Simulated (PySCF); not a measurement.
# Steps of a relaxation of [Tb(H2O)4]3+

[Tb(H2O)4]3+ (singlet in the valence; each metal's 4f electrons, 8 of them, lie in its core potential, out of spins and levels). PySCF 2.14.0, RKS PBE0, Tb lcecp-1-SVP with ECP54, O def2-SVP, H def2-SVP; non-relativistic Hamiltonian with scalar-relativistic core potentials where named; density fitting; no spin-orbit coupling. Origin of the start: displaced along the imaginary mode. Columns: position (Å) and force (eV/Å). Energies are counted from the last step; some of the 16 steps are shown. Forces carry noise of the integration grid, about 0.01 to 0.03 eV/Å.

Run from Python with OMP_NUM_THREADS=2. Where DIIS fails, smearing, a level shift and second-order steps follow.
It took 2.8 min on 2 threads of Intel(R) Xeon(R) Platinum 8488C (Sapphire Rapids), with other jobs on the host, from the converged density of the start.

```xyz
13
step 0  E = 0.234 eV
Tb    0.0000    0.0000    0.0000     0.00    0.00    0.00
O     1.3178    1.3224    1.3303     0.72    0.65    0.67
H     1.4835    1.2201    2.3267    -0.06    0.36   -1.34
H     1.8908    2.1057    1.0324    -0.67   -1.03    0.66
O    -1.3178   -1.3303    1.3224    -0.72   -0.67    0.65
H    -1.8908   -1.0324    2.1057     0.67   -0.66   -1.03
H    -1.4835   -2.3267    1.2201     0.06    1.34    0.36
O     1.3178   -1.3224   -1.3303     0.72   -0.65   -0.67
H     1.8908   -2.1057   -1.0324    -0.67    1.03   -0.66
H     1.4835   -1.2201   -2.3267    -0.06   -0.36    1.34
O    -1.3178    1.3303   -1.3224    -0.72    0.67   -0.65
H    -1.4835    2.3267   -1.2201     0.06   -1.34   -0.36
H    -1.8908    1.0324   -2.1057     0.67    0.66    1.03
```

```xyz
13
step 5  E = 0.018 eV
Tb    0.0000    0.0000    0.0000     0.00    0.00    0.00
O     1.3282    1.3043    1.3323     0.05    0.06    0.12
H     1.3980    1.3028    2.3172     0.00    0.02   -0.15
H     1.9807    1.9908    1.0581    -0.04   -0.08    0.04
O    -1.3282   -1.3323    1.3043    -0.05   -0.12    0.06
H    -1.9807   -1.0581    1.9908     0.04   -0.04   -0.08
H    -1.3980   -2.3172    1.3028     0.00    0.15    0.02
O     1.3282   -1.3043   -1.3323     0.05   -0.06   -0.12
H     1.9807   -1.9908   -1.0581    -0.04    0.08   -0.04
H     1.3980   -1.3028   -2.3172     0.00   -0.02    0.15
O    -1.3282    1.3323   -1.3043    -0.05    0.12   -0.06
H    -1.3980    2.3172   -1.3028     0.00   -0.15   -0.02
H    -1.9807    1.0581   -1.9908     0.04    0.04    0.08
```

```xyz
13
step 10  E = 0.001 eV
Tb    0.0000    0.0000    0.0000     0.00    0.00    0.00
O     1.3545    1.2784    1.3333    -0.03   -0.01    0.05
H     1.3108    1.3970    2.3103     0.01    0.00   -0.05
H     2.1238    1.8325    1.0705     0.01    0.00    0.01
O    -1.3545   -1.3333    1.2784     0.03   -0.05   -0.01
H    -2.1238   -1.0705    1.8325    -0.01   -0.01    0.00
H    -1.3108   -2.3103    1.3970    -0.01    0.05    0.00
O     1.3545   -1.2784   -1.3333    -0.03    0.01   -0.05
H     2.1238   -1.8325   -1.0705     0.01    0.00   -0.01
H     1.3108   -1.3970   -2.3103     0.01    0.00    0.05
O    -1.3545    1.3333   -1.2784     0.03    0.05    0.01
H    -1.3108    2.3103   -1.3970    -0.01   -0.05    0.00
H    -2.1238    1.0705   -1.8325    -0.01    0.01    0.00
```

Question: Where does the relaxation end?

Answer: It converges at step 15 in S4:
```xyz
13
step 15  E = 0
Tb   -0.0001    0.0000    0.0000
O     1.3649    1.2679    1.3334
H     1.2955    1.4289    2.3019
H     2.1678    1.7760    1.0766
O    -1.3651   -1.3334    1.2678
H    -2.1677   -1.0766    1.7762
H    -1.2954   -2.3020    1.4291
O     1.3649   -1.2679   -1.3334
H     2.1678   -1.7760   -1.0766
H     1.2955   -1.4289   -2.3019
O    -1.3651    1.3334   -1.2678
H    -1.2954    2.3020   -1.4291
H    -2.1677    1.0766   -1.7762
```

Question: How did the contacts change?

Answer: 
```tsv
contact	start (Å)	end (Å)
Tb1–O2 (H2O)	2.292	2.291
Tb1–O5 (H2O)	2.292	2.291
Tb1–O8 (H2O)	2.292	2.291
Tb1–O11 (H2O)	2.292	2.291
```


No frequency check is given that shows the relaxed geometry to be a minimum, and it was reached by following one of several unstable modes of a saddle point. An lcecp potential fixes the number of 4f electrons, so in runs with it no electron can move into or out of that shell.
